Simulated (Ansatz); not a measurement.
`CO[SiH2]BO` + `C[Si](O)(O)F` → `CO[SiH2][Si](O)(O)F` + `CBO`  (redistribution)

Gas-phase electronic energies from Ansatz, PBE0-D4/def2-TZVP geometries. CBS: MP2 limit from def2 TZ/QZ plus the TZ coupled-cluster correction, frozen cores. This one scheme is used for every species. DFT in def2-TZVPP. One conformer a species, not always the lowest.

```csv
species,ωB97X-V energy (Eh)
`CO[SiH2]BO`,-507.15520
`C[Si](O)(O)F`,-581.09800
`CO[SiH2][Si](O)(O)F`,-946.99865
`CBO`,-141.25465
```

Work out ΔE.

ΔE = (-946.99865) + (-141.25465) − (-507.15520) − (-581.09800) = -0.00010 Eh = -0.3 kJ/mol. CCSD(T)/CBS gives +1.8 kJ/mol.

Largest T1 diagnostic among the species: 0.013.

In def2-TZVPP, CCSD(T) changes the Hartree–Fock value by +7.1 kJ/mol (the triples alone add +0.9 kJ/mol) and MP2 by +6.9 kJ/mol.
